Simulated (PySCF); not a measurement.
Spin-rotation constants: `CO[C@H]1CCCC=C1Cl`, C₇H₁₁ClO

Molfile (atoms numbered from 1):
```
C7H11ClO
     RDKit          3D

 20 20  0  0  0  0  0  0  0  0999 V2000
    2.6337    0.3714    0.6563 C   0  0  0  0  0  0  0  0  0  0  0  0
    1.5349   -0.4473    0.3434 O   0  0  0  0  0  0  0  0  0  0  0  0
    0.6674    0.0572   -0.6567 C   0  0  1  0  0  0  0  0  0  0  0  0
   -0.2983   -1.0772   -1.0108 C   0  0  0  0  0  0  0  0  0  0  0  0
   -1.2179   -1.3329    0.1779 C   0  0  0  0  0  0  0  0  0  0  0  0
   -2.1099   -0.1208    0.4257 C   0  0  0  0  0  0  0  0  0  0  0  0
   -1.3621    1.1682    0.2999 C   0  0  0  0  0  0  0  0  0  0  0  0
   -0.1376    1.2484   -0.1969 C   0  0  0  0  0  0  0  0  0  0  0  0
    0.6242    2.8011   -0.3844 Cl  0  0  0  0  0  0  0  0  0  0  0  0
    2.3321    1.2777    1.1910 H   0  0  0  0  0  0  0  0  0  0  0  0
    3.1847    0.6587   -0.2476 H   0  0  0  0  0  0  0  0  0  0  0  0
    3.2789   -0.2246    1.3001 H   0  0  0  0  0  0  0  0  0  0  0  0
    1.2634    0.3481   -1.5388 H   0  0  0  0  0  0  0  0  0  0  0  0
    0.2853   -1.9692   -1.2368 H   0  0  0  0  0  0  0  0  0  0  0  0
   -0.8771   -0.7972   -1.8920 H   0  0  0  0  0  0  0  0  0  0  0  0
   -1.8319   -2.2169    0.0008 H   0  0  0  0  0  0  0  0  0  0  0  0
   -0.5923   -1.5161    1.0515 H   0  0  0  0  0  0  0  0  0  0  0  0
   -2.5652   -0.1793    1.4170 H   0  0  0  0  0  0  0  0  0  0  0  0
   -2.9282   -0.1017   -0.3028 H   0  0  0  0  0  0  0  0  0  0  0  0
   -1.8891    2.0630    0.6002 H   0  0  0  0  0  0  0  0  0  0  0  0
  1  2  1  0
  2  3  1  0
  3  4  1  0
  4  5  1  0
  5  6  1  0
  6  7  1  0
  7  8  2  0
  8  9  1  0
  8  3  1  0
  1 10  1  0
  1 11  1  0
  1 12  1  0
  3 13  1  6
  4 14  1  0
  4 15  1  0
  5 16  1  0
  5 17  1  0
  6 18  1  0
  6 19  1  0
  7 20  1  0
M  END
```

Method: GIAO B3LYP/pcSseg-1 magnetisability, rotational g tensor and spin-rotation constants, non-relativistic, gas phase (PySCF). Geometry: GFN2-xTB.

**Question.** Give the nuclear spin-rotation constants along the inertial axes (H = +C I·J) beside the isotropic shieldings.

**Answer.** Rotational constants 1.7896, 1.2526, 0.8510 GHz. A star marks the isotopologue with that one atom substituted, in its own axes.
| atom | isotope | Caa (kHz) | Cbb (kHz) | Ccc (kHz) | mean (kHz) | σ (ppm) |
| --- | --- | --- | --- | --- | --- | --- |
| Cl9 | 35Cl | 0.237 | 0.462 | 0.320 | 0.339 | 654.1 |
| H10 | 1H | -0.133 | -0.023 | -0.043 | -0.066 | 27.6 |
| H11 | 1H | -0.121 | -0.121 | 0.004 | -0.079 | 28.4 |
| H12 | 1H | -0.200 | 0.021 | -0.047 | -0.075 | 27.9 |
| H13 | 1H | -0.099 | -0.123 | -0.003 | -0.075 | 28.2 |
| H14 | 1H | -0.160 | 0.013 | -0.089 | -0.079 | 29.9 |
| H15 | 1H | -0.200 | -0.076 | -0.019 | -0.099 | 30.4 |
| H16 | 1H | 0.054 | -0.144 | -0.093 | -0.061 | 30.5 |
| H17 | 1H | -0.175 | -0.070 | -0.021 | -0.089 | 29.7 |
| H18 | 1H | -0.152 | -0.134 | 0.009 | -0.092 | 29.5 |
| H19 | 1H | -0.145 | -0.061 | -0.045 | -0.084 | 29.6 |
| H20 | 1H | -0.148 | 0.067 | -0.073 | -0.051 | 25.6 |
| C1 | 13C* | 0.290 | 0.307 | 0.202 | 0.267 | 119.5 |
| O2 | 17O* | -0.245 | -0.090 | -0.097 | -0.144 | 265.7 |
| C3 | 13C* | 0.488 | 0.312 | 0.190 | 0.330 | 98.3 |
| C4 | 13C* | 0.317 | 0.213 | 0.158 | 0.229 | 145.3 |
| C5 | 13C* | 0.284 | 0.191 | 0.127 | 0.201 | 161.1 |
| C6 | 13C* | 0.318 | 0.220 | 0.136 | 0.225 | 149.2 |
| C7 | 13C* | 0.735 | 0.477 | 0.176 | 0.463 | 43.4 |
| C8 | 13C* | 0.852 | 0.420 | 0.193 | 0.488 | 35.0 |

For the geometry as given, no vibrational averaging.
